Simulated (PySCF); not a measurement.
# What a mistake does to a calculation on GeH5NO

All numbers below are calculated, not measured. The program is PySCF 2.14.0, an open-source quantum chemistry code, run on an isolated molecule that a program drew, which may never have been made. The molecule is GeH5NO (charge 0, singlet), drawn as the SMILES string `[NH2][GeH2][OH]`.

Each row is a Hartree-Fock (HF) and frozen-core CCSD(T) single point in the cc-pVDZ basis, meant for a local HF minimum. Run 1 is clean. Each other run has one planted mistake out of seven kinds, and not every kind appears here: one electron removed, one electron added, multiplicity raised by two, geometry at a saddle point, minimal basis STO-3G, one bond length entered in bohr, all coordinates scaled. The reference is restricted for singlets and unrestricted otherwise, and also for a bond in bohr. Adding or removing an electron swaps singlet and doublet. Electrons count all cores. HOMO and LUMO are orbital energies over both spins, the gradient is its largest component, and the lowest frequency (negative if imaginary) is given only where the gradient is small. Bond lengths are over the 7 bonds as drawn. T1 is the CCSD diagnostic: over 0.02 (restricted) or 0.045 (unrestricted) a single reference is doubtful. Germanium has the cc-pVDZ-PP basis, with a core potential (ECP10MDF) in place of its 10 inner electrons, and its 3s, 3p and 3d shells are frozen in CCSD(T).

Geometry of the clean run:
```xyz
8
GeH5NO, angstrom
N    -0.3529   -1.4688    1.3090
Ge   -0.7516    0.2925    1.0359
O    -0.3410    0.8829   -0.5972
H    -0.7691   -2.1092    0.6549
H     0.6250   -1.6870    1.3904
H     0.0367    1.0928    2.0727
H    -2.2574    0.4775    1.1153
H     0.5831    0.9510   -0.7872
```

| run | electrons | basis functions | <S^2> | HOMO (eV) | LUMO (eV) | gradient (hartree/bohr) | lowest frequency (cm^-1) | mean bond (Å) | longest bond (Å) | T1 | HF (hartree) | CCSD(T) (hartree) | mistake |
|---|---|---|---|---|---|---|---|---|---|---|---|---|---|
| 1 | 52 | 76 | 0.000 | -11.10 | 4.30 | 6.0e-06 | 172 | 1.3737 | 1.826 | 0.0120 | -425.63139 | -426.13694 | no fault |
| 2 | 53 | 76 | 0.759 | 3.65 | 9.42 | 3.5e-02 | - | 1.3737 | 1.826 | 0.0187 | -425.48455 | -426.01219 | one electron added |
| 3 | 52 | 76 | 0.823 | -11.17 | 2.70 | 2.3e-02 | - | 1.4939 | 1.826 | 0.0599 | -425.50165 | -425.99380 | ? |
| 4 | 52 | 76 | 2.010 | -2.92 | 0.03 | 8.5e-02 | - | 1.3737 | 1.826 | 0.0224 | -425.40709 | -425.89536 | ? |

**Which mistake was planted in run 3, and what did it cost?**

The mean bond changes by a factor of 1.088 and the longest by 1.000, so the molecule wasn't scaled as a whole. A length L in bohr read as angstrom grows by (1/0.5292 - 1) L = 0.890 L. The 7 bonds together grew by 7 x 0.1202 = 0.841 Å, which gives L = 0.946 Å. That is bond O3-H8, 0.946 Å in the clean geometry. So the mistake is: one bond length entered in bohr. Subtracting run 1 and multiplying by 627.51 kcal/mol a hartree, the energy moved by 81.4 kcal/mol in HF and 89.8 kcal/mol in CCSD(T).

**Which mistake was planted in run 4, and what did it cost?**

Electrons, basis and geometry are unchanged, and <S^2> is 2.010, beside S(S+1) = 2.00 for a multiplicity of 3. So the mistake is: multiplicity raised by two. Subtracting run 1 and multiplying by 627.51 kcal/mol a hartree, the energy moved by 140.8 kcal/mol in HF and 151.6 kcal/mol in CCSD(T).

Cautions from the logs. Run 2: the HOMO is above zero, so the electron isn't bound and the energy depends on the basis; run 3: T1 is over the limit, so its CCSD(T) energy is less reliable.
